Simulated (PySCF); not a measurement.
Partial charges of `C[C@H](Cl)/C(=C\O[SiH3])C1CC1`

Species: C7H13ClOSi.
Geometry (GFN2-xTB, Å), atoms numbered from 1 in this order:
```
atom  x, y, z in Å
C1    -0.1946   -2.5949    0.6156
C2     0.2123   -1.2762    1.2529
Cl3   -0.5433   -1.1573    2.8855
C4    -0.1900   -0.0816    0.4390
C5     0.7463    0.7110   -0.0874
O6     2.0677    0.4936    0.0821
Si7    3.3773    1.2847   -0.4739
C8    -1.6404    0.1460    0.2458
C9    -2.1877    0.5631   -1.0950
C10   -2.2072    1.5260    0.0452
H11    0.2955   -2.6886   -0.3515
H12   -1.2705   -2.6395    0.4676
H13    0.1065   -3.4277    1.2464
H14    1.2896   -1.2519    1.4288
H15    0.4865    1.5706   -0.6908
H16    3.3661    2.6829   -0.0376
H17    4.4104    0.4779    0.1506
H18    3.3999    1.2523   -1.9388
H19   -2.2543   -0.5315    0.8249
H20   -1.4778    0.7271   -1.8909
H21   -3.1206    0.1305   -1.4234
H22   -1.5224    2.3589    0.0326
H23   -3.1542    1.7517    0.5112
```

Density: PBE0/pcSseg-1 (PySCF); schemes: Mulliken, IAO, Hirshfeld and ESP-fitted. One conformer (not necessarily the lowest) at the GFN2-xTB geometry, without solvent, vibrations or thermal averaging.

**Question.** Atoms with like bonding are taken together and averaged. For which atoms does the sign change between the 4 schemes (beyond +0.03 e in one, beyond −0.03 e in another)?

**Answer.** C2. Atomic charges aren't observables, and each scheme defines them in its own way.

**Question.** Which atoms carry the highest charge in the Mulliken, IAO, Hirshfeld and ESP-fitted schemes?

**Answer.** All schemes agree: Mulliken Si7 (+0.691); IAO Si7 (+0.880); Hirshfeld Si7 (+0.398); ESP-fitted Si7 (+0.575).

**Question.** Do the Mulliken, IAO, Hirshfeld and ESP-fitted schemes agree on where the charge is lowest?

**Answer.** The schemes don't all agree: Mulliken O6 (-0.609); IAO O6 (-0.591); Hirshfeld O6 (-0.188); ESP-fitted C1 (-0.437).

**Question.** What partial charge does each atom carry?

**Answer.** In e; atoms taken as equivalent share a row and are averaged (×n: the atom named and its like, n in all):

```tsv
atom	environment	Mulliken	IAO	Hirshfeld	ESP-fitted
C1	methyl carbon	-0.173	-0.417	-0.124	-0.437
C2	sp3 C–Cl carbon	-0.220	-0.077	+0.012	+0.103
Cl3	alkyl chlorine	-0.129	-0.139	-0.076	-0.192
C4	fully substituted alkene carbon	-0.233	-0.044	-0.027	-0.268
C5	vinylic carbon bearing oxygen	+0.257	+0.029	+0.020	+0.088
O6	silyl ether oxygen	-0.609	-0.591	-0.188	-0.329
Si7	oxygen-bound silicon	+0.691	+0.880	+0.398	+0.575
C8	allylic carbon	-0.183	-0.139	-0.046	-0.009
C9	three-membered-ring carbon	-0.171	-0.288	-0.090	-0.214
C10	three-membered-ring carbon	-0.161	-0.283	-0.087	-0.358
H11/H12/H13	methyl hydrogen	+0.125	+0.150	+0.043	+0.140
H14	methine hydrogen	+0.164	+0.171	+0.039	+0.134
H15	vinylic hydrogen	+0.087	+0.125	+0.046	+0.156
H16/H17/H18	Si–H hydrogen	-0.106	-0.140	-0.076	-0.114
H19	methine hydrogen	+0.108	+0.152	+0.037	+0.161
H20	methylene hydrogen	+0.127	+0.144	+0.042	+0.100
H21	methylene hydrogen	+0.130	+0.149	+0.048	+0.118
H22	methylene hydrogen	+0.129	+0.144	+0.044	+0.134
H23	methylene hydrogen	+0.132	+0.153	+0.050	+0.160
```

Mean size of the charges over all atoms: IAO 0.208 e, Mulliken 0.191 e, ESP-fitted 0.187 e, Hirshfeld 0.075 e. Each set sums to the total charge, 0, to within 0.001 e. The ESP scheme is a least-squares fit of atom-centred charges to the potential on four shells outside the van der Waals surface, with the total charge fixed.

Some averages cover members that differ in this geometry: H11/H12/H13, ESP-fitted +0.126 to +0.157; H16/H17/H18, IAO -0.149 to -0.122 e.

**Question.** How closely do the schemes follow one another over all atoms?

**Answer.** Correlation coefficient and root-mean-square difference: IAO with Hirshfeld 0.97, 0.175 e; Mulliken with IAO 0.93, 0.103 e; IAO with ESP-fitted 0.92, 0.112 e; Mulliken with Hirshfeld 0.90, 0.151 e; Hirshfeld with ESP-fitted 0.90, 0.136 e; Mulliken with ESP-fitted 0.85, 0.129 e.

**Question.** How many electrons does the IAO scheme count on Cl3?

**Answer.** Z − q = 17 − (-0.139) ≈ 17.138.

**Question.** Sum the charges by element, for elements with more than one atom.

**Answer.** 
```
element  atoms  Mulliken     IAO  Hirshfeld  ESP-fitted
      C      7    -0.885  -1.220     -0.342      -1.097
      H     13    +0.932  +1.069     +0.207      +1.042
```

These values come from a run that also computed NMR shieldings. Hardware: one thread, Arm Neoverse V1 (aarch64), no GPU, shared host. Cost: 90 s (with the writing of density and orbital grids), 1.2 GiB resident at most.
